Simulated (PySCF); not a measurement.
trichloroethylene cation (C2HCl3), SMILES ClC=C(Cl)Cl (connectivity only; charge and spin as stated), charge +1, multiplicity 2.

Coordinates come from a B3LYP-D3(BJ)/def2-SVP optimisation. The spin state was assumed, not searched.

Calculation: SMD-ωB97X/def2-SVP run with PySCF.

Solvation free energies are E(SMD) − E(gas) at the gas-phase geometry, for 1 M in both phases.

Computed solvation free energies in water, dimethylsulfoxide, cyclohexanone:
| solvent | ΔG(solv) (kcal/mol) | its non-electrostatic (CDS) part |
|---|---|---|
| water | -52.8 | 2.6 |
| dimethylsulfoxide | -55.4 | -0.5 |
| cyclohexanone | -53.4 | -1.2 |
